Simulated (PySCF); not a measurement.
## From computed data to an observable: chemical shift, span and skew from a shielding tensor

CH8GeSi, SMILES C[SiH2][GeH3]. Atoms are numbered in the order given.

```xyz
11

Si     0.6627    -1.1492     0.0000
C     -0.7968    -2.3505     0.0000
Ge    -0.1048     1.1186     0.0000
H      1.5154    -1.3680     1.2078
H      1.5154    -1.3680    -1.2078
H     -0.4449    -3.3945     0.0000
H     -1.4258    -2.2002    -0.8915
H     -1.4258    -2.2002     0.8915
H      1.0693     2.1218     0.0000
H     -0.9730     1.4038    -1.2469
H     -0.9730     1.4038     1.2469
```

Geometry: B3LYP-D3(BJ)/def2-SVP. This is a generated structure with no PubChem entry under its InChIKey; it may be hypothetical.

GIAO shieldings from PBE/pcSseg-1 run with PySCF, non-relativistic, no solvent. The symmetric part of the tensor of C2 has the principal values 182.3, 190.0, 191.3 ppm. The same nucleus in TMS has σ = 182.0 ppm at this level (PySCF, at its B3LYP-D3(BJ)/def2-TZVP geometry).

Work out the isotropic shielding, the ¹³C shift against TMS, the span and the skew.


σ(iso) = (σ11 + σ22 + σ33)/3 = 187.9 ppm. δ = σ(ref) − σ(iso) = 182.0 − (187.9) = -5.9 ppm.
Span Ω = σ33 − σ11 = 9.0 ppm. Skew κ = 3(σ(iso) − σ22)/Ω = -0.71. Tumbling in solution averages the tensor to δ; in a static solid the shielding alone would spread this spin-1/2 line over Ω.
